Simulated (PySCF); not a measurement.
diarsenic (As₂), SMILES [As]#[As].

Geometry optimised at B3LYP-D3(BJ)/def2-TZVP.

All values below come from CAM-B3LYP/def2-TZVPD (PySCF).

The molecule is in vacuum.

Computed frontier levels, gap, dipole moment and polarisability:
```yaml
highest_occupied_level: -8.54 eV
lowest_empty_level: -1.69 eV
orbital_gap: 6.84 eV
dipole_moment: 0.00 D
quadrupole, principal values (traceless, Buckingham form, about the centre of nuclear charge): -0.65, -0.65, 1.30 D·Å
mean_static_polarisability: 60.7 bohr³ (8.99 Å³)
polarisability_principal_values: 46.8, 46.8, 88.4 bohr³
```
